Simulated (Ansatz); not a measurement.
## A rate constant, worked out

An elementary step of GaH₂SF, closed shell (GaH₂SF ([F][GaH][SH]) → GaHS ([S][GaH]) + HF; Ga–F, S–H broken or loosened, F–H formed or tightened). The start structure is the reactant molecule, and the electronic barrier above it is 1.442 eV by CCSD(T) at an estimated basis limit (MP2 extrapolated from triple and quadruple zeta, plus CCSD(T) − MP2 in triple zeta). Computed with Ansatz 0.2.0 (basis: def2-TZVPP and def2-QZVPP); correlated methods freeze the cores. Filled d shells of the heavier atoms are correlated. The def2 sets are not built for correlating such inner shells, so the correlated values are less sure here. Extrapolation: Hartree–Fock as exp(−7.88 √X), correlation as X^−2.97. Harmonic wavenumbers at PBE0-D4/def2-TZVP (Ansatz 0.2.0), in cm⁻¹:

Start: 153, 292, 422, 470, 568, 679, 710, 2058, 2708.

Saddle: 664i, 314, 466, 521, 554, 710, 892, 1603, 2096.

**Question.** Work out the transition-state-theory rate constant at 500 K from these numbers alone (harmonic vibrations; rotation, path degeneracy and anharmonicity left out), and the Wigner tunnelling factor. Use 1 cm⁻¹ = 1.2398 × 10⁻⁴ eV and k_B = 8.617 × 10⁻⁵ eV/K.

**Answer.** Zero-point energies, half the sums: start 8060/2 cm⁻¹ = 0.4997 eV; saddle, real modes only, 7156/2 cm⁻¹ = 0.4436 eV.
Barrier with zero-point energy: 1.442 + 0.4436 − 0.4997 = 1.3859 eV.
k_BT = 0.04309 eV, so the barrier is 32.17 k_BT.
Vibrational partition functions from the zero-point level, ln q = −Σ ln(1 − exp(−hν/k_BT)): start 2.761, saddle 1.533.
k = (k_BT/h) exp(ln q‡ − ln q) exp(−E0/k_BT), with log₁₀(k_BT/h in s⁻¹) = 13.02: log₁₀ k = 13.02 + (-1.228 − 32.17)/2.3026 = -1.48, so k ≈ 3 × 10^(-2) s⁻¹.
Wigner factor: 1 + (hν‡/k_BT)²/24 = 1 + (1.91)²/24 = 1.15. A change of 1 kcal/mol (0.043 eV) in the barrier would change k by a factor of 2.7 at this temperature.

T1 diagnostic: at most 0.016.

Labels in which every atom is bracketed show which atoms are joined, not bond orders.

For scale, one of the runs: CCSD(T)/def2-TZVPP, 149 basis functions, launched by `ansatz run in.yaml --threads 2 --pin off --events-out ev --progress --plain --max-ram 4352MiB`. Time: 26 s of wall clock on 2 CPU threads; the host was shared. Peak host memory: 0.93 GiB.
